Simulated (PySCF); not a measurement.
# Correlation energy of Ru (ruthenium, neutral)

[Kr] 4d7 5p1, one real determinant (an excited configuration). Calculation: PySCF 2.14, in aug-cc-pVTZ-PP with ECP28MDF (6s6p5d3f2g, 88 functions); scalar relativity through the core potential. Frozen: 4s2 4p6; 8 electrons correlated.

```json
{"level": "CCSD", "correlation energy (mhartree)": "-179.67"}
{"level": "(T)", "correlation energy (mhartree)": "-8.23"}
{"level": "CCSD(T)", "correlation energy (mhartree)": "-187.90"}
```

Diagnostics: T1 = 0.027, D1 = 0.1037, largest double amplitude 0.056.

The real determinant used has ⟨L²⟩ near 14 against 20 for a pure G term, so it mixes terms.

Cost of the coupled-cluster step: about 50 core-seconds, for 8 correlated electrons.

Iterations:

```
CC2 = 0
CCSD nocc = (np.int64(6), np.int64(2)), nmo = (84, 84)
frozen orbitals [[0, 1, 2, 3], [0, 1, 2, 3]]
max_cycle = 100
direct = 0
conv_tol = 1e-08
conv_tol_normt = 1e-06
diis_space = 8
diis_start_cycle = 0
Init t2, MP2 energy = -0.17502483265322
Init E_corr(UCCSD) = -0.175024832658561
cycle = 1  E_corr(UCCSD) = -0.175699910408525  dE = -0.00067507775  norm(t1,t2) = 0.0536327
cycle = 2  E_corr(UCCSD) = -0.177514593653777  dE = -0.00181468325  norm(t1,t2) = 0.0292452
cycle = 3  E_corr(UCCSD) = -0.179176550149426  dE = -0.0016619565  norm(t1,t2) = 0.0197156
cycle = 4  E_corr(UCCSD) = -0.17945031146349  dE = -0.000273761314  norm(t1,t2) = 0.0064138
cycle = 5  E_corr(UCCSD) = -0.179479808399283  dE = -2.94969358e-05  norm(t1,t2) = 0.00449104
cycle = 6  E_corr(UCCSD) = -0.179632771335429  dE = -0.000152962936  norm(t1,t2) = 0.00236588
cycle = 7  E_corr(UCCSD) = -0.179660725364616  dE = -2.79540292e-05  norm(t1,t2) = 0.00131173
cycle = 8  E_corr(UCCSD) = -0.179661116444677  dE = -3.91080061e-07  norm(t1,t2) = 0.00096541
cycle = 9  E_corr(UCCSD) = -0.179667570561045  dE = -6.45411637e-06  norm(t1,t2) = 0.000599957
cycle = 10  E_corr(UCCSD) = -0.179667327597071  dE = 2.42963975e-07  norm(t1,t2) = 0.000369842
cycle = 11  E_corr(UCCSD) = -0.179669180007921  dE = -1.85241085e-06  norm(t1,t2) = 0.000251879
cycle = 12  E_corr(UCCSD) = -0.179667912114429  dE = 1.26789349e-06  norm(t1,t2) = 0.000169933
cycle = 13  E_corr(UCCSD) = -0.179670195298997  dE = -2.28318457e-06  norm(t1,t2) = 0.000129948
cycle = 14  E_corr(UCCSD) = -0.179670816909166  dE = -6.21610168e-07  norm(t1,t2) = 9.80426e-05
cycle = 15  E_corr(UCCSD) = -0.17967114544295  dE = -3.28533785e-07  norm(t1,t2) = 7.52771e-05
cycle = 16  E_corr(UCCSD) = -0.179670551568035  dE = 5.93874915e-07  norm(t1,t2) = 4.96636e-05
cycle = 17  E_corr(UCCSD) = -0.179669969653367  dE = 5.81914668e-07  norm(t1,t2) = 3.29102e-05
cycle = 18  E_corr(UCCSD) = -0.179670035834165  dE = -6.61807972e-08  norm(t1,t2) = 2.01776e-05
cycle = 19  E_corr(UCCSD) = -0.179670173649348  dE = -1.37815184e-07  norm(t1,t2) = 1.26631e-05
cycle = 20  E_corr(UCCSD) = -0.179670166006087  dE = 7.64326072e-09  norm(t1,t2) = 9.08285e-06
cycle = 21  E_corr(UCCSD) = -0.179670151994469  dE = 1.40116181e-08  norm(t1,t2) = 7.26811e-06
cycle = 22  E_corr(UCCSD) = -0.179670114323811  dE = 3.76706578e-08  norm(t1,t2) = 5.38877e-06
cycle = 23  E_corr(UCCSD) = -0.179670137045055  dE = -2.27212432e-08  norm(t1,t2) = 3.86621e-06
cycle = 24  E_corr(UCCSD) = -0.179670179882092  dE = -4.28370369e-08  norm(t1,t2) = 2.82148e-06
cycle = 25  E_corr(UCCSD) = -0.179670207653162  dE = -2.77710706e-08  norm(t1,t2) = 2.11959e-06
cycle = 26  E_corr(UCCSD) = -0.179670214165003  dE = -6.51184073e-09  norm(t1,t2) = 1.63386e-06
cycle = 27  E_corr(UCCSD) = -0.179670203222055  dE = 1.09429477e-08  norm(t1,t2) = 1.31447e-06
cycle = 28  E_corr(UCCSD) = -0.179670192099645  dE = 1.11224107e-08  norm(t1,t2) = 1.09046e-06
cycle = 29  E_corr(UCCSD) = -0.179670194116032  dE = -2.01638753e-09  norm(t1,t2) = 8.62454e-07
UCCSD converged
E(UCCSD) = -93.88655246593315  E_corr = -0.1796701941160321
UCCSD(T) correction = -0.00822836829611897
```

The reference is one real determinant that mixes LS terms of this configuration.
